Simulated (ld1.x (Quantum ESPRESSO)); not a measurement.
## Configuration tests for silicon (Si) (TM)

Si, norm-conserving Troullier–Martins (Kleinman–Bylander form), made with ld1.x (Quantum ESPRESSO) 7.5 (Wu–Cohen, scalar-relativistic). Core [Ne], reference 3s2 3p2. Waves: 3s (bound): rc 1.25 bohr; 3p (bound): rc 2.05 bohr. Local part: all-electron potential smoothed inside 1.65 bohr (lloc = -1). Core correction: Bessel-smoothed model core inside 0.95 bohr.

Energies are relative to the spin-unpolarised reference configuration 3s2 3p2; without spin polarisation the order of configurations can differ from experiment.

(1) Give the all-electron excitation energy and the error of the potential for: 3s2 3p1; 3s2 3p0; 3s1 3p0; 3s1 3p2; 3s1 3p3; 3s0 3p4; 3s2 3p2.3.

Results:

(1)

```csv
valence configuration,charge,ΔE all-electron (eV),error AE − PS (meV)
3s2 3p1,+1,7.717,+3.7
3s2 3p0,+2,23.707,+29
3s1 3p0,+3,57.656,+89
3s1 3p2,+1,15.141,+2.6
3s1 3p3,0,6.806,-5.0
3s0 3p4,0,13.758,-24
3s2 3p2.3,-0.3,-0.920,+0.2
```
